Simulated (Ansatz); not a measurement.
`[SiH3][SiH2][SiH3]` + `[OH][Mg][N]([SiH3])[SiH3]` → `[SiH3][O][Mg][N]([SiH3])[SiH3]` + `[SiH3][SiH3]`  (cleavage of the Si–Si bond)

Computed with Ansatz on PBE0-D4/def2-TZVP structures; ΔE is electronic, products minus reactants. CCSD(T)/CBS is the MP2 limit (def2-TZVPP, def2-QZVPP) plus CCSD(T) − MP2 in def2-TZVPP, frozen cores. DFT in def2-TZVPP. For Mg outer-core shells are correlated without core-valence functions, which leaves a few kJ/mol of doubt a bond. Each species was taken in one conformer, which may not be the lowest.

```tsv
level	ΔE (kJ/mol)
PBE-D4	-87.5
BLYP-D4	-106.6
PBE0-D4	-95.4
ωB97X-V	-110.4
r2SCANh	-108.3
CAM-B3LYP	-120.9
RPA@PBE/def2-TZVPP	-119.5
SCS-MP2/def2-QZVPP	-127.9
```

Task: What does CCSD(T)/CBS give? (An estimate is asked.)

Result: Ansatz gave: -116.7 kJ/mol. The listed levels differ from it by 29.2, 10.1, 21.3, 6.3, 8.4, -4.2, -2.8, -11.2 kJ/mol.

Largest T1 diagnostic among the species: 0.013.

From BLYP to BHLYP (50 % exact exchange), in def2-TZVPP and without D4, ΔE moves by −15.6 kJ/mol. In def2-TZVPP, CCSD(T) changes the Hartree–Fock value by +27.3 kJ/mol (the triples alone add +3.5 kJ/mol) and MP2 by +22.9 kJ/mol. The D4 term adds +4.1 kJ/mol with B3LYP and +2.3 kJ/mol with PBE0; it sums over pairs of atoms, weighted by their polarisabilities, and B3LYP, whose exchange is more repulsive, gets the larger term.

B3LYP here is the variant with VWN-RPA as its local correlation; programs differ in this.
